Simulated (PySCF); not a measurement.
Relaxation of triplet PdSI2

All numbers come from UB3LYP/[Pd def2-SVP with ECP28, S def2-SVP, I def2-SVP with ECP28], scalar-relativistic core potentials, density fitting, no spin–orbit coupling, PySCF. A (50,194) grid was used.

A hand-made T-shaped (ligand arrangement 2) start, of C2v symmetry, held to at least that symmetry:

```xyz
4
charge 0 multiplicity 3, angstrom
Pd    0.0000    0.0000   -0.2295
S     0.0000    0.0000    1.8805
I     2.5285    0.0000   -0.1412
I    -2.5285    0.0000   -0.1412
```

Optimiser trace:
```tsv
step	E − E(last) (kJ/mol)	largest gradient (Eh/bohr)
0	10.25	0.01945
1	2.36	0.00824
2	0.33	0.00149
3	0.18	0.00096
4	0.13	0.00069
5	0.07	0.00102
6	0.03	0.00081
7	0.01	0.00059
8	0.00	0.00022
```

It ends at C2v with Pd–I 2.624 Å (×2), Pd–S 2.159 Å; I–Pd–I 170.0°, I–Pd–S 85.0° (×2) (after a last refinement on a finer grid). A frequency run shows 1 imaginary mode, down to 46i cm⁻¹, so it is a saddle point. Other isomers or separated fragments may lie lower.

Final geometry:
```xyz
4
charge 0 multiplicity 3, angstrom
Pd    0.0000    0.0000   -0.3252
S     0.0000    0.0000    1.8339
I     2.6140    0.0000   -0.0963
I    -2.6140    0.0000   -0.0963
```

Open d and f shells are described by one determinant, and the ground state may have another occupation or spin. Spin–orbit coupling, left out here, can matter for elements this heavy.
